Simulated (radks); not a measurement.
The numbers below are computed, except where a source is named.
Species: Mn II. Configuration: [Ar] 3d5 4s1 (the NIST ground configuration). Code: a radial shooting solver on a logarithmic mesh with Libxc functionals. Model: Dirac Kohn-Sham, PBEsol, spin-unpolarised, spherical densities, finite nucleus; open shells are shared between the two j in proportion to 2j + 1; Fermi nuclear charge, rms radius 3.7057 fm.

Unscreened Slater integrals over Kohn-Sham orbitals (hartree). Large and small components are both included.

integral,value
"F0(4s1/2,4s1/2)",0.32250
"F0(4s1/2,3d5/2)",0.40309
"G2(4s1/2,3d5/2)",0.056563
"F0(4s1/2,3d3/2)",0.40334
"G2(4s1/2,3d3/2)",0.056071
"F0(4s1/2,3p3/2)",0.41510
"G1(4s1/2,3p3/2)",0.025345
"F0(3d5/2,3d5/2)",0.78798
"F2(3d5/2,3d5/2)",0.35612
"F4(3d5/2,3d5/2)",0.21998
"F0(3d5/2,3d3/2)",0.78976
"F2(3d5/2,3d3/2)",0.35695
"G2(3d5/2,3d3/2)",0.35672
"G4(3d5/2,3d3/2)",0.22037
"F0(3d5/2,3p3/2)",0.87756
"F2(3d5/2,3p3/2)",0.40737
"G1(3d5/2,3p3/2)",0.50574
"G3(3d5/2,3p3/2)",0.30404
"F0(3d3/2,3d3/2)",0.79155
"F2(3d3/2,3d3/2)",0.35779
"F0(3d3/2,3p3/2)",0.87978
"F2(3d3/2,3p3/2)",0.40857
"G1(3d3/2,3p3/2)",0.50710
"G3(3d3/2,3p3/2)",0.30490
"F0(3p3/2,3p3/2)",0.99591
"F2(3p3/2,3p3/2)",0.49735
